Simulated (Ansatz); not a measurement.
`OCN[SiH2]S`. Total charge 0; spin multiplicity 1. The structure was optimised at the PBE0-D4/def2-TZVP level. It is one conformer, not always the lowest.

```xyz
12

O    -0.899   -1.671    0.898
C    -0.320   -1.376   -0.347
N    -0.633   -0.063   -0.845
Si    0.290    1.309   -0.407
S     0.588    1.495    1.728
H    -0.579   -1.014    1.529
H     0.775   -1.464   -0.306
H    -0.691   -2.142   -1.031
H    -1.616    0.065   -1.038
H     1.659    1.229   -0.972
H    -0.451    2.498   -0.888
H     1.879    1.133    1.679
```

**Question.** What is the dipole moment at r2SCAN/def2-TZVPP? (An estimate is asked.)

**Answer.** The calculation gave: 1.38 D, with components (0.71, 0.49, -1.08) D in this frame, pointing from negative to positive charge.

**Question.** And with PBE, B3LYP, ωB97M-V? (Best estimate.)

**Answer.** The calculation gave: PBE 1.32 D, B3LYP 1.44 D, ωB97M-V 1.42 D.

**Question.** Give the Mulliken charges with r2SCAN, B3LYP, ωB97M-V in def2-TZVPP. (An estimate is asked.)

**Answer.** The calculation gave: 
| atom | r2SCAN | B3LYP | ωB97M-V |
| --- | --- | --- | --- |
| O1 | -0.36 | -0.35 | -0.33 |
| C2 | 0.19 | 0.07 | 0.01 |
| N3 | -0.34 | -0.30 | -0.29 |
| Si4 | 0.41 | 0.38 | 0.28 |
| S5 | -0.31 | -0.30 | -0.29 |
| H6 | 0.20 | 0.18 | 0.19 |
| H7 | 0.04 | 0.07 | 0.10 |
| H8 | 0.05 | 0.10 | 0.12 |
| H9 | 0.14 | 0.13 | 0.11 |
| H10 | -0.07 | -0.06 | -0.02 |
| H11 | -0.06 | -0.06 | -0.01 |
| H12 | 0.13 | 0.12 | 0.13 |

B3LYP here is the variant with VWN-RPA as its local correlation; programs differ in this.

Results of the Gaussian-basis code of Ansatz.
